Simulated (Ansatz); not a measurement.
Reaction (redistribution): `[CH3][SnH2][AlH2]` + `C/C(O)=N\[SiH3]` → `[CH3][SnH]([OH])[AlH2]` + `C/C=N\[SiH3]`

Computed with Ansatz on PBE0-D4/def2-TZVP structures; ΔE is electronic, products minus reactants. CCSD(T)/CBS is the MP2 limit (def2-TZVPP, def2-QZVPP) plus CCSD(T) − MP2 in def2-TZVPP, frozen cores. Double bonds are as drawn, so ΔE can hold a change between cis and trans. Functionals use def2-TZVPP. B3LYP here is the variant with VWN-RPA as its local correlation; programs differ in this. def2 core potentials past Kr. For Sn outer-core shells are correlated without core-valence functions, which leaves a few kJ/mol of doubt a bond. Each species was taken in one conformer, which may not be the lowest.

```json
{"level": "PBE-D4", "ΔE (kcal/mol)": "1.3", "difference from CCSD(T)/CBS": "3.7"}
{"level": "PBE0-D4", "ΔE (kcal/mol)": "2.5", "difference from CCSD(T)/CBS": "4.9"}
{"level": "B3LYP-D4", "ΔE (kcal/mol)": "-0.5", "difference from CCSD(T)/CBS": "1.9"}
{"level": "r2SCAN", "ΔE (kcal/mol)": "1.6", "difference from CCSD(T)/CBS": "4.0"}
{"level": "PBE0", "ΔE (kcal/mol)": "2.4", "difference from CCSD(T)/CBS": "4.8"}
{"level": "HF/def2-TZVPP", "ΔE (kcal/mol)": "0.7", "difference from CCSD(T)/CBS": "3.1"}
{"level": "CCSD/def2-TZVPP", "ΔE (kcal/mol)": "-0.2", "difference from CCSD(T)/CBS": "2.2"}
{"level": "HF/def2-QZVPP", "ΔE (kcal/mol)": "0.1", "difference from CCSD(T)/CBS": "2.5"}
{"level": "SCS-MP2/def2-QZVPP", "ΔE (kcal/mol)": "-3.1", "difference from CCSD(T)/CBS": "-0.7"}
{"level": "CCSD/CBS(def2)", "ΔE (kcal/mol)": "-2.4", "difference from CCSD(T)/CBS": "0.0"}
{"level": "CCSD(T)/CBS", "ΔE (kcal/mol)": "-2.4", "difference from CCSD(T)/CBS": "0"}
```

Largest T1 diagnostic among the species: 0.013.

In def2-TZVPP, CCSD(T) changes the Hartree–Fock value by −0.9 kcal/mol (the triples alone add +0.0 kcal/mol) and MP2 by −1.4 kcal/mol. From PBE to PBE0 (25 % exact exchange), in def2-TZVPP and without D4, ΔE moves by +1.2 kcal/mol.
